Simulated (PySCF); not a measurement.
# Name the molecule from its bond curve

A diatomic of charge +1 contains Sb. Its doublet curve at PBE0 in a double-zeta basis (scalar-relativistic core potentials, PySCF), in eV from the separated fragments:

(R (Å), E (eV)): (1.681, -0.865), (1.760, -1.578), (1.838, -1.929), (1.896, -2.035), (1.955, -2.055), (2.014, -2.018), (2.092, -1.908), (2.190, -1.711), (2.307, -1.431), (2.463, -1.064)

The fit gives ωe = 626 cm⁻¹ and the rotational constant Bₑ = 0.3561 cm⁻¹.

**Question.** Which atom is the partner?

**Answer.** The minimum lies at 1.942 Å, so the reduced mass is 16.8576 u Å² cm⁻¹/(Bₑ·Re²) = 12.55 u. With Sb at 120.90 u the partner weighs about 14.0 u: N. The molecule is SbN⁺.

⟨S²⟩ is raised (this molecule 1.04), so spin contamination touches these numbers. Spin–orbit coupling is left out. The state was picked by a PBE0 search and need not be the measured ground state.
